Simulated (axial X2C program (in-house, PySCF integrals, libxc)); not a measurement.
Results of a calculation; reference values are marked as such.
ZnF⁺: input and output of an EOM-EE-CCSD run

Program: an axial X2C code built on PySCF integrals.

Input and command:
```json
{"zs": [30, 9], "q": 1, "bas": ["dyall-acv3z", "dyall-av3z"], "r0": 1.82, "eom": "ee", "thr": -2.0, "nmax": 88}
```
```bash
python soeom.py task.json out
```

Keys: zs atomic numbers; q charge; bas basis sets; r0 starting distance in Å; eom kind of EOM run; thr threshold in hartree for freezing inner shells (an s shell follows its p shell); nmax most natural virtual spinors.

Output at R = 1.703 Å (near the PBE0 minimum at charge 1 of the determinant lowest at the starting distance; the state shown can have its own minimum elsewhere), reference ZnF⁺:

```
two-component X2C + atomic mean field  HF
basis functions 178  fitting functions 913  grid points 5076
iter        total energy     max residual
   1      -1892.992155153     2.65e-01
   2      -1893.023146283     1.60e-02
   3      -1893.024786357     2.93e-02
   4      -1893.025920595     4.33e-03
   5      -1893.026016238     1.59e-03
   6      -1893.026047591     1.41e-03
   7      -1893.026050143     8.21e-05
   8      -1893.026050243     2.50e-05
   9      -1893.026050248     7.10e-06
  10      -1893.026050248     1.56e-06
converged
one-electron -2798.24746843  Coulomb 902.43001429  exact exchange -80.52586455  xc functional 0.00000000  nuclear repulsion 83.89773749  atomic mean-field constant -0.58046904
correlated 18  virtual 278  natural virtual 84  E(MP2) -0.780245019  MP2 remainder -0.164055291
iter   CCSD correlation   residual
   1     -0.550243087   1.72e-01
   2     -0.568474430   9.03e-02
   3     -0.572807886   2.75e-02
   4     -0.573336586   1.62e-02
   5     -0.573231579   6.01e-03
   6     -0.573272191   3.23e-03
   7     -0.573282017   1.32e-03
   8     -0.573262208   5.84e-04
   9     -0.573293104   2.35e-04
  10     -0.573286399   8.67e-05
  11     -0.573287875   3.02e-05
  12     -0.573287994   1.55e-05
  13     -0.573287686   6.83e-06
  14     -0.573287727   3.83e-06
  15     -0.573287722   2.27e-06
(T) -0.011160519  T1 0.0356  D1 0.0893  max T2 0.038
EOM-EE-CCSD roots
2*Omega      energy/Eh   energy/eV  one-particle weight
    0       0.15259613      4.1524      0.930
    0       0.15259834      4.1524      0.930
    0       0.17093773      4.6515      0.949
    0       0.21085794      5.7377      0.922
    0       0.32958345      8.9684      0.927  not converged
    2       0.15173117      4.1288      0.930
    2       0.15988665      4.3507      0.922
    2       0.17093925      4.6515      0.949
    2       0.32879145      8.9469      0.926
    4       0.15101974      4.1095      0.930
    4       0.33339806      9.0722      0.924
    4       0.34223325      9.3126      0.946
    6       0.33807741      9.1996      0.935
```
T1 in the output is the amplitude norm over the root of the electron number; divide by √2 for the Lee–Taylor value.

Reference electrons by ω block (each with its −ω partner): 1/2: 13, 3/2: 5, 5/2: 1. Root energies count from the CCSD energy of the reference. The reference has large amplitudes (orbital relaxation or multireference character). All roots sought are printed; those with a small one-particle weight need a further excitation, are placed far too high, and may in truth lie low or lowest. Inner shells are frozen, and levels at this size can be off by some tenths of an eV.
